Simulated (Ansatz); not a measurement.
`O[SiH]1N=C1Cl` + H₂ → `O[SiH]1C=N1` + HCl at 298.15 K and 1 bar (hydrogenolysis of a C–Cl bond).

Computed with Ansatz on PBE0-D4/def2-TZVP structures; ΔE is electronic, products minus reactants. CCSD(T)/CBS is the MP2 limit (def2-TZVPP, def2-QZVPP) plus CCSD(T) − MP2 in def2-TZVPP, frozen cores. This one scheme is used for every species. One conformer a species, not always the lowest.

| species | CCSD(T)/CBS energy (Eh) | H − E (kJ/mol) | S (J/(mol·K)) |
| --- | --- | --- | --- |
| `O[SiH]1N=C1Cl` | -917.98521 | 106.4 | 321.3 |
| H₂ | -1.17544 | 35.1 | 130.4 |
| `O[SiH]1C=N1` | -458.79823 | 126.0 | 289.2 |
| HCl | -460.38127 | 26.6 | 186.8 |

H − E and S are ideal-gas, rigid-rotor, harmonic terms from PBE0-D4/def2-TZVP, for one conformer and one mirror image of each species. The MP2-based limit puts H₂ 0.8 mEh under its directly extrapolated value; such offsets cancel only in part. 1 Eh = 2625.50 kJ/mol, R = 8.31446 J/(mol·K).

Question: By hand: ΔE, ΔH, ΔS and ΔG.

Answer: ΔE = (-458.79823) + (-460.38127) − (-917.98521) − (-1.17544) = -0.01885 Eh = -49.5 kJ/mol. Δ(H − E) = 126.0 + 26.6 − 106.4 − 35.1 = 11.1, so ΔH = -38.4 kJ/mol. ΔS = 289.2 + 186.8 − 321.3 − 130.4 = 24.3 J/(mol·K). ΔG = -38.4 − 298.15 × (24.3)/1000 = -45.6 kJ/mol.

Question: By hand: the equilibrium constant, and the temperature at which ΔG would vanish if ΔH and ΔS stayed fixed.

Answer: log₁₀ K = −ΔG/(RT ln 10) = 8.0. ΔH and −TΔS have one sign here, so there is no such temperature.

ΔH outweighs TΔS. A doubt of 5 kJ/mol in ΔE shifts log₁₀ K by 0.9 here. Other conformers and mirror images would add mixing entropy, several J/(mol·K) or more a flexible species. These are equilibria of isolated gas molecules and say nothing of rates. Largest T1 diagnostic: 0.014 (customary marks: 0.02 for closed shells, 0.045 for open ones).
